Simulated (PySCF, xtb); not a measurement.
Ta(NH)(Cl)2(Me) (CH₄Cl₂NTa), SMILES [CH3][Ta](=[NH])([Cl])[Cl], multiplicity 1.

Harmonic wavenumbers (cm⁻¹) from GFN2-xTB (xtb 6.7.1) at its own minimum, in rising order: 67, 77, 84, 95, 98, 148, 312, 328, 364, 601, 646, 663, 695, 924, 1267, 1459, 1473, 2977, 3010, 3019, 3446.

Q: What does PBE0-D3(BJ)/def2-SVP (PySCF) give at its own minimum? (Estimate from the structure and the level; the computed values follow.)

A: 93, 122, 133, 161, 199, 222, 383, 398, 543, 544, 568, 592, 673, 1024, 1190, 1391, 1396, 3029, 3140, 3150, 3688. Paired by order, the mean absolute difference is 85 cm⁻¹ and the zero-point energies are 31.1 and 32.4 kcal/mol.
